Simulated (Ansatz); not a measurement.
A trace of molecular dynamics of C$_{3}$H$_{5}$B$_{2}$Cl (11 atoms, charge 0, multiplicity 1).

Method: UKS r2SCAN/STO-3G (Ansatz 0.2.0).

```json
{"ensemble": "NVT, Nosé–Hoover chain", "set temperature": "1500 K", "thermostat": "time constant 50 fs, chain length 3", "seed": "688439"}
```

```
time (fs)  T (K)  potential energy less start (eV)  conserved less start (meV/atom)
        0   1500                             0.000                             0.00
        4   1438                             0.014                            -5.34
        8    921                             0.670                            -0.55
       12    830                             0.834                             4.17
       16   1219                             0.364                             1.11
       20    761                             1.043                            12.53
       24    873                             0.978                            16.22
       28   1162                             0.548                             4.39
       32    872                             0.855                            -1.76
       36   1290                             0.434                             0.48
       40   1588                             0.122                            -2.32
       44   1232                             0.600                            -2.48
       48   1317                             0.649                             4.58
       52   1105                             1.117                            17.55
       56   1087                             1.209                            17.44
       60   1370                             0.922                            13.07
       64    947                             1.427                             7.02
       68   1402                             0.875                            -0.97
       72   1840                             0.459                            -2.21
       76   1646                             0.821                             1.25
       80   1605                             1.022                             7.46
```

Can this run be trusted? Judge the integration.

The conserved energy wandered by up to 17.9 meV per atom (net 7.5 meV per atom), which is poor conservation. A step of 2 fs is long for free X–H stretches (periods near 10 fs) and can bias their spread and the temperature. A run of 0.08 ps of so small a system gives no equilibrium averages. Limits of this set-up: minimal basis. The time step was 2 fs.

The run took 3.4 min on 1 thread of AMD EPYC 7B13 (Zen 3) (shared host), peak memory 0.19 GiB.
